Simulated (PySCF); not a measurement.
C5H4FNO.
Numbering: `[OH:1][c:2]1[cH:3][cH:4][n:5][cH:6][c:7]1[F:8]`

Geometry (GFN2-xTB, Å), atoms numbered from 1 in this order:
```
atom  x, y, z in Å
O1     2.232   -0.386   -0.231
C2     0.903   -0.201   -0.124
C3     0.009   -1.089   -0.719
C4    -1.348   -0.854   -0.580
N5    -1.858    0.167    0.087
C6    -1.026    1.020    0.658
C7     0.344    0.871    0.575
F8     1.185    1.759    1.168
H9     2.702    0.318    0.239
H10    0.389   -1.933   -1.270
H11   -2.070   -1.521   -1.028
H12   -1.461    1.847    1.199
```

NICS = −σ at a ghost point: NICS(0) at the centroid of the ring atoms, NICS(1) 1 Å to either side along the normal of their mean plane, zz for the tensor component along that normal. Level: GIAO PBE0/pcSseg-1 (PySCF, non-relativistic, gas phase) on the GFN2-xTB geometry, one conformer.

Ring bond lengths (Å), with Mayer bond orders in brackets: C2–C3 1.393 (1.38), C3–C4 1.384 (1.41), C4–N5 1.322 (1.47), N5–C6 1.321 (1.47), C6–C7 1.380 (1.39), C7–C2 1.397 (1.30).

Question: Give the NICS values of each ring in ppm.

Answer: 
```
             ring                                               type  NICS(0)  NICS(1), two faces  NICS(1)zz, two faces  rms pucker (Å)  centre to ring atoms, mean (Å)
C2–C3–C4–N5–C6–C7  6-membered ring with N; formal bonds all aromatic     -9.8       -10.9 / -10.9         -25.9 / -25.9            0.00                            1.37
```

Question: What do they say, and how far can they be read as aromaticity?

Answer: 
- C2–C3–C4–N5–C6–C7: mean NICS(1)zz -25.9 ppm, shielded. The ring is flat and has no four-coordinate atom; by the NICS criterion it is aromatic.

Question: What does the geometric index give? HOMA = 1 − mean of α(R − Ropt)² over the ring bonds, with Krygowski's 1993 parameters (CC: Ropt 1.388 Å, α 257.7 Å⁻²; CN: Ropt 1.334 Å, α 93.52 Å⁻²).

Answer: 
- C2–C3–C4–N5–C6–C7: HOMA 0.99; the largest term is that of C7–C2, α(R − Ropt)² = 0.02. The geometric and the magnetic index point the same way.

Question: List the ring angles and the Hirshfeld charges of the ring atoms.

Answer: 
- C2–C3–C4–N5–C6–C7: C2 116.4° (+0.075 e), C3 118.6° (-0.069 e), C4 124.1° (+0.013 e), N5 118.2° (-0.171 e), C6 122.0° (-0.002 e), C7 120.7° (+0.055 e); sum 720.0° against 720° for a flat convex ring.
